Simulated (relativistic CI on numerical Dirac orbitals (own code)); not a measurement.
# Sn43+: sensitivity of the levels to the model

Base calculation: Dirac-Coulomb-Breit CI, orbitals from a KLI potential per configuration, model QED, unscaled Slater integrals.

CI space (outside the closed core 1s2): 2s2.2p3, 2s.2p4, 2p5, 2p4.3s, 2p4.3p, 2p4.3d, 2s2.2p2.3s, 2s2.2p2.3p, 2s2.2p2.3d, 2s.2p3.3s, 2s.2p3.3p, 2s.2p3.3d, 2s2.2p2.4s, 2s2.2p2.4p, 2s2.2p2.4d, 2s2.2p2.4f. Levels of other configurations are missing.

Variants: (1) Breit term removed. Shifts of the energy above 2s2.2p3 2P°_3/2, in eV, for the lowest level and the first level of each name with at least 55 % of one term (blank where a level changes its place among those of its configuration and J or its character, or is not in the variant):

| Level | Base | Δ(1) |
| --- | --- | --- |
| 2s2.2p3 2P°_3/2 | 0.00 | 0.00 |
| 2s2.2p3 2D°_5/2 | 244.19 | +6.53 |
| 2s2.2p3 2P°_1/2 | 271.75 | +2.90 |
| 2s.2p4 4P_5/2 | 421.38 | +1.10 |
| 2s.2p4 2S_1/2 | 483.45 | -1.70 |
| 2s.2p4 4P_3/2 | 666.29 | +3.11 |
| 2s.2p4 2D_5/2 | 696.63 | +5.93 |
| 2s.2p4 2P_1/2 | 728.88 | +3.06 |
| 2p5 2P°_3/2 | 959.09 | -0.59 |
| 2p5 2P°_1/2 | 1203.21 | +3.27 |
| 2s2.2p2.3s 4P_3/2 | 4108.39 | +7.57 |
| 2s2.2p2.3s 2P_1/2 | 4115.15 | +7.56 |
| 2s2.2p2.3s 2D_5/2 | 4124.92 | +9.93 |
| 2s2.2p2.3s 2D_3/2 | 4128.65 | +9.74 |

At this charge energies of transitions that change n are usually good to better than 1 %, and those within a shell (Δn = 0) to a few per cent.

Ionisation energy from the two ground configurations alone: base 7073.91 eV; Breit term removed 7078.42 eV. The NIST ASD value (semi-empirical) is 7080 eV.

LS names give the leading component of a level, which can be under half, so a name can repeat, a term be missing and a line seem to break the LS rules.
